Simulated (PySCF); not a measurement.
Species: C8H12SSi.
SMILES with atom numbers: `[CH3:1][C:2](=[S:3])[C:4]1=[CH:5][SiH2:6][CH2:7][CH:8]=[CH:9][CH2:10]1`

Geometry (GFN2-xTB, Å), atoms numbered from 1 in this order:
```xyz
22
C8H12SSi angstrom
C      3.281   -0.270    0.065
C      2.151    0.554   -0.465
S      2.485    2.014   -1.133
C      0.787    0.067   -0.350
C      0.459   -0.886    0.543
Si    -1.266   -1.529    0.939
C     -2.624   -0.402    0.210
C     -2.232    1.037    0.291
C     -1.190    1.547   -0.348
C     -0.271    0.725   -1.204
H      4.229    0.148   -0.265
H      3.201   -1.302   -0.275
H      3.273   -0.269    1.156
H      1.246   -1.297    1.161
H     -1.379   -1.567    2.403
H     -1.399   -2.883    0.381
H     -3.569   -0.564    0.726
H     -2.783   -0.677   -0.835
H     -2.841    1.675    0.918
H     -0.940    2.593   -0.248
H      0.208    1.361   -1.948
H     -0.835   -0.054   -1.721
```

NICS is the negative of the GIAO shielding at a point without a nucleus: at the ring centre (0) and 1 Å above and below it (1); zz is the component along the ring normal. Level: GIAO PBE0/pcSseg-1 (PySCF, non-relativistic, gas phase) on the GFN2-xTB geometry, one conformer.

Ring bond lengths (Å), with Mayer bond orders in brackets: C4–C5 1.346 (1.83), C5–Si6 1.883 (0.88), Si6–C7 1.909 (0.90), C7–C8 1.494 (1.04), C8–C9 1.325 (1.92), C9–C10 1.502 (1.04), C10–C4 1.510 (1.04).

Q: Give the NICS values of each ring in ppm.

A: 
| ring | type | NICS(0) | NICS(1), two faces | NICS(1)zz, two faces | rms pucker (Å) | centre to ring atoms, mean (Å) |
| --- | --- | --- | --- | --- | --- | --- |
| C4–C5–Si6–C7–C8–C9–C10 | 7-membered ring with Si; formal bonds 2 double, 5 single | 0.3 | -3.4 / -1.2 | 1.4 / 6.8 | 0.36 | 1.70 |

Q: What can be read from them?

A: 
- C4–C5–Si6–C7–C8–C9–C10: mean NICS(1)zz 4.1 ppm, deshielded. Si6, C7, C10 have four or more neighbours; no verdict on aromaticity is drawn. The two faces differ by 5.4 ppm, so no symmetry operation interchanges them.

Q: What is the mean of the two in-plane components of NICS at the second NICS(1) probe listed for ring C4–C5–Si6–C7–C8–C9–C10, 1 Å off the ring?

A: The isotropic value is a third of the trace: (3 × -1.2 − (6.8))/2 = -5.2 ppm.

Q: Give the inner angles of the rings and the Hirshfeld charges of the ring atoms.

A: 
- C4–C5–Si6–C7–C8–C9–C10: C4 120.9° (+0.010 e), C5 127.2° (-0.123 e), Si6 111.7° (+0.342 e), C7 111.2° (-0.156 e), C8 123.4° (-0.052 e), C9 123.1° (-0.052 e), C10 110.2° (-0.083 e); sum 827.6° against 900° for a flat convex ring.

Q: How shielded are the nuclei of the rings and their hydrogens (means over atoms taken as equivalent)?

A: 
| atoms | environment | σ isotropic (ppm) | principal values of the symmetric part, first atom (ppm) |
| --- | --- | --- | --- |
| C4 | fully substituted alkene carbon | 17.0 | -98.3, 4.5, 144.8 |
| C5 | alkene CH carbon | 54.8 | -40.2, 37.4, 167.2 |
| Si6 | SiH2 silicon | 416.6 | 398.0, 408.9, 442.9 |
| C7 | sp3 carbon bound to silicon | 175.3 | 161.7, 176.6, 187.6 |
| C8 | alkene CH carbon | 56.2 | -51.9, 65.2, 155.4 |
| C9 | alkene CH carbon | 42.0 | -77.7, 51.0, 152.5 |
| C10 | allylic carbon | 150.5 | 136.3, 144.1, 171.0 |
| H14 | vinylic hydrogen | 25.06 | 22.7, 23.9, 28.6 |
| H15 (×2) | Si–H hydrogen | 27.16 | 23.4, 25.8, 32.8 |
| H17 (×2) | methylene hydrogen | 29.73 | 25.7, 27.7, 36.8 |
| H19 | vinylic hydrogen | 25.70 | 22.9, 26.7, 27.6 |
| H20 | vinylic hydrogen | 25.26 | 21.9, 25.4, 28.5 |
| H21 (×2) | methylene hydrogen | 28.06 | 22.8, 26.4, 33.1 |
